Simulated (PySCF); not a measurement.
## How methods differ on the excitation energy of Ag²⁺

Ag²⁺ [Kr] 4d9 (2D) → Ag²⁺ [Kr] 4d8 5s1 (4F), as a difference of total energies. All numbers are calculated (PySCF 2.14, scalar relativity through the core potential, in aug-cc-pVTZ-PP with ECP28MDF (6s6p5d3f2g, 88 functions)). Correlated levels: valence: 4s2 4p6 frozen. The calculations carry no spin-orbit coupling.

```tsv
method	excitation energy (eV)
UHF	7.236
MP2 (valence)	8.085
SCS-MP2 (valence)	8.237
CCSD (valence)	7.918
CCSD(T) (valence)	7.949
```

Problem. How much does correlation contribute at CCSD(T) (valence)?

Solution. 7.949 − (7.236) = 0.713 eV, measured against UHF.
